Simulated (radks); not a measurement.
Coulomb parameter of the 4d shell of neutral rhodium in the model configuration [Kr] 4d6 5s1 5p2, as a second difference U = [E(n + 0.5) + E(n - 0.5) - 2 E(n)] / (0.5)^2 with all orbitals relaxed. "Bare": the charge of the atom changes with n. "Screened": the 5p shell takes up the change at fixed total charge, which measures U(4d,4d) + U(5p,5p) - 2 U(4d,5p). Method: scalar-relativistic Kohn-Sham, r2SCAN, spin-unpolarised, spherical densities, finite nucleus; meta-GGA in the generalised Kohn-Sham scheme; Fermi nuclear charge, rms radius 4.4945 fm; computed with a radial shooting solver on a logarithmic mesh with Libxc functionals.

case,configuration,E - E(n) (eV)
start,[Kr] 4d6 5s1 5p2,0.000
bare +0.5,[Kr] 4d6.5 5s1 5p2,-6.193
bare -0.5,[Kr] 4d5.5 5s1 5p2,8.752
screened +0.5,[Kr] 4d6.5 5s1 5p1.5,-5.432
screened -0.5,[Kr] 4d5.5 5s1 5p2.5,6.235

U(bare) = 10.234 eV, U(screened by 5p) = 3.213 eV, against the Slater integral F0(4d,4d) = 17.460 eV with frozen orbitals. The step up makes a negative ion, whose loosely bound charge lowers the bare value.
